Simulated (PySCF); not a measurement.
Run record: geometry optimisation, VI2Cl2, `[Cl][V]([Cl])([I])[I]` [radical].

Computed with PBE0-D3(BJ)/def2-SVP geometry optimisation, gas phase, def2 core potentials past Kr (PySCF 2.14.0). Start geometry: GFN2-xTB. A driver script takes a list of jobs; this job's settings line and coordinates (Å) are shown.

Command:
```bash
OMP_NUM_THREADS=1 python probes_run.py task.json out
```

Input:
```
{"job": {"xc": "PBE0", "basis": "def2-SVP", "d3": "d3bj", "grid": 1, "maxiter": 40, "shake": 0.03, "kind": "geom"}, "charge": 0, "multiplicity": 2}
V     -0.161870    -0.076050    -0.143720
I     -0.018940    -0.028250     2.361360
I      2.163800     0.002400    -0.836520
Cl    -0.903610     1.743350    -0.700590
Cl    -1.004530    -1.751930    -0.742650
```

Output:
```
step   0  E = -2459.09214759  max force = 0.061682
step   1  E = -2459.10452781  max force = 0.018780
step   2  E = -2459.10585826  max force = 0.004613
step   3  E = -2459.10599837  max force = 0.001156
step   4  E = -2459.10603668  max force = 0.001498
step   5  E = -2459.10604700  max force = 0.004462
step   6  E = -2459.10606183  max force = 0.005113
step   7  E = -2459.10611924  max force = 0.003445
step   8  E = -2459.10616015  max force = 0.001198
step   9  E = -2459.10616899  max force = 0.000423
step  10  E = -2459.10616882  max force = 0.000364
step  11  E = -2459.10616946  max force = 0.000290
optimisation converged
```

Energies in Eh; «max force» is the largest Cartesian gradient component in Eh/bohr.

**Question.** Give the first gradient maximum in eV/Å.

**Answer.** With 1 Eh/bohr = 51.422 eV/Å, 3.172 eV/Å.

**Question.** How much energy does the optimisation release, in kJ/mol?

**Answer.** E(step 0) − E(last step) = 0.014022 Eh, which is 36.8 kJ/mol.

Summary of the converged run: final energy -2459.10617 Eh after 11 steps; dipole 0.41 D.

**Question.** Give the final coordinates.

**Answer.** 0.092 Å rms from the input after alignment:
```
atom  x, y, z in Å
V1    -0.0924   -0.0195   -0.0983
I2    -0.2946   -0.0779    2.3840
I3     2.3308   -0.1141   -0.6569
Cl4   -0.8620    1.8402   -0.7594
Cl5   -1.0070   -1.7392   -0.9314
```

Hardware: Arm Neoverse V1, one thread, shared host with 32 logical CPUs at a one-minute load of 23. Cost: 7.4 min, 0.55 GiB resident at most.
Labels such as C1 count atoms from 1, the log's own numbers from 0.
